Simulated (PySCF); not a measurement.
ITl. Atoms are numbered in the order given.

```xyz
2

Tl     0.0000     0.0000    -1.1376
I      0.0000     0.0000     1.7386
```

Geometry optimised at B3LYP-D3(BJ)/def2-TZVP. The def2 effective core potentials stand for the cores of I, Tl; spin–orbit coupling is left out.

All values below come from PySCF with PBE0/def2-TZVPD.

Mulliken values depend strongly on the basis, most of all with diffuse functions as here. ESP charges are fitted to the potential on shells at 1.4 to 2.0 van der Waals radii. Atomic charges (e):

```csv
atom,ESP fit,Mulliken
Tl1,0.36,0.41
I2,-0.36,-0.41
```
